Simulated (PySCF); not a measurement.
**Fluorine: a sound run and one with changed settings**

Sound run: F⁺ [He] 2s2 2p4, F²⁺ [He] 2s2 2p3. Computed with PySCF 2.14 in jorge-DZP-DKH (4s2p1d, 15 functions), with the spin-free X2C one-electron Hamiltonian (Gaussian nucleus). The sound run starts from symmetry-adapted Hartree-Fock orbitals and uses a fine grid where one is needed.

Changed run: 14 angular points. This setting is unsound on purpose.

```json
{"species": "F⁺", "method": "UHF", "sound run (hartree)": "-98.90751", "changed run (hartree)": "-98.90751", "converged": "yes"}
{"species": "F⁺", "method": "PBE", "sound run (hartree)": "-99.09363", "changed run (hartree)": "-99.09314", "converged": "yes"}
{"species": "F⁺", "method": "MN15", "sound run (hartree)": "-99.13005", "changed run (hartree)": "-99.12439", "converged": "yes"}
{"species": "F²⁺", "method": "UHF", "sound run (hartree)": "-97.67574", "changed run (hartree)": "-97.67574", "converged": "yes"}
{"species": "F²⁺", "method": "PBE", "sound run (hartree)": "-97.78518", "changed run (hartree)": "-97.78518", "converged": "yes"}
{"species": "F²⁺", "method": "MN15", "sound run (hartree)": "-97.82427", "changed run (hartree)": "-97.82427", "converged": "yes"}
```

Ionisation energy of F⁺:

```json
{"method": "UHF", "sound run (eV)": "33.518", "changed run (eV)": "33.518"}
{"method": "PBE", "sound run (eV)": "35.605", "changed run (eV)": "35.591"}
{"method": "MN15", "sound run (eV)": "35.532", "changed run (eV)": "35.378"}
```

A coarse angular grid integrates products of high-l functions wrongly, so density functionals can shift, and the SCF can exploit the error; Hartree-Fock and MP2 need no grid.

For comparison, NIST gives 34.971 eV between the lowest levels.
